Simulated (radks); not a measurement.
Q: Species: a nucleus of charge 78.2 with 76 electrons. Configuration: [Xe] 4f14 5d8. Calculated with a radial shooting solver on a logarithmic mesh with Libxc functionals: Dirac Kohn-Sham, PBE, spin-unpolarised, spherical densities, point nucleus; open shells are shared between the two j in proportion to 2j + 1.

Spin-orbit splittings of the eigenvalues, e(l+1/2) - e(l-1/2), with zeta = 2 splitting/(2l+1) and mean radii in bohr:

shell  occ.  splitting (eV)  zeta (eV)  <r> j=l-1/2  <r> j=l+1/2
2p        6            1750       1167      0.05884      0.06730
3p        6           385.0      256.7       0.1761       0.1917
3d       10           82.92      33.17       0.1670       0.1718
4p        6           91.82      61.21       0.4162       0.4501
4d       10           17.08      6.831       0.4597       0.4709
4f       14           3.524      1.007       0.5088       0.5160
5p        6               ?          ?        1.025        1.122
5d        8           1.571     0.6285        1.500        1.552

Estimate the 5p splitting.

A: 15.35 eV (zeta = 10.23 eV).
